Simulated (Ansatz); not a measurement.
Basis sets compared for the cluster Si5O4 (the lowest singlet isomer of a short search). The state is a singlet with charge 0. Geometry PBE-D4/def2-SVP. Ansatz on 4 threads of Arm Neoverse V1 on a shared host; times are rough, and most runs start from earlier orbitals.

```
atom   x (Å)   y (Å)   z (Å)
 Si1   1.200  -0.436  -1.899
 Si2   1.556   0.105   0.524
 Si3  -0.251   0.500   2.219
 Si4  -1.016  -1.913   0.320
 Si5  -0.839   1.788  -0.945
  O6   0.509  -1.255  -0.284
  O7  -0.059   0.786  -2.037
  O8  -1.179  -0.870   1.620
  O9   0.079   1.295   0.482
```

The restricted singlet is unstable towards broken spin symmetry in Hartree–Fock (as tested in another run); at PBE-D4/def2-SVP, PBE-D4/def2-TZVP, PBE0-D4/def2-SVP, PBE0-D4/def2-TZVP this wasn't settled. The structure comes from a short search, and lower isomers may exist.

Binding counts from free atoms (Si triplet, O triplet) in the same basis, without a counterpoise term.

```tsv
level	functions	energy (Eh)	HOMO (eV)	LUMO (eV)	binding per atom (eV)	wall time
PBE-D4/def2-SVP	146	-1746.8726	-5.01	-3.31	4.82	2.2 s
PBE0-D4/def2-SVP	146	-1746.9656	-5.81	-2.53	4.55	3.4 s
```

(1) Estimate the rows for PBE-D4/def2-TZVP (with forces), PBE0-D4/def2-TZVP.

Results:

(1) 
| level | functions | energy (Eh) | HOMO (eV) | LUMO (eV) | binding per atom (eV) | wall time |
| --- | --- | --- | --- | --- | --- | --- |
| PBE-D4/def2-TZVP (with forces) | 309 | -1747.7524 | -4.99 | -3.36 | 4.84 | 7 s |
| PBE0-D4/def2-TZVP | 309 | -1747.8422 | -5.76 | -2.56 | 4.60 | 13 s |
